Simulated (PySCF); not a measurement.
Dipole response of Bi (bismuth, neutral)

[Xe] 4f14 5d10 6s2 6p3, high-spin 4S determinant. Computed with PySCF 2.14 in aug-cc-pV5Z-PP with ECP60MDF (8s8p6d4f3g2h, 139 functions), with scalar relativity through the core potential. Coupled (time-dependent) response in atomic units; α is the mean over directions.

```
method  mean α (bohr³)  C₆ (like pair)  S(−4)
   UHF           50.20           606.8  685.0
```

S(−4) is the Cauchy moment in α(ω) = α(0) + S(−4) ω² + …

Reference α: 48 ± 4 bohr³ (recommended; Schwerdtfeger and Nagle, table of static dipole polarizabilities (2023 update)). Published C₆: 513.0 (Gould and Bucko (2016)).

α(iu) at UHF:

```
u (hartree)  α(iu) (bohr³)
          0          50.20
     0.0500          48.56
      0.100          44.42
      0.200          34.11
      0.300          25.60
      0.500          15.42
      0.750          9.510
       1.00          6.626
       1.50          3.950
       2.00          2.712
       3.00          1.544
       5.00         0.6963
```

A single London oscillator, α(iu) = α/(1 + u²/ω²), gives C₆ = (3/4) ω α². Matching the computed C₆ needs ω = 4 × 606.8 / (3 × 50.20²) = 0.321 hartree.

Energies and moments cover only the electrons outside the core potential. Spin-orbit coupling, which splits the p, d and f shells strongly at this Z, is absent. Spin-orbit coupling is strong in this species (close to jj coupling), so the high-spin LS determinant is a model state, not a physical level.
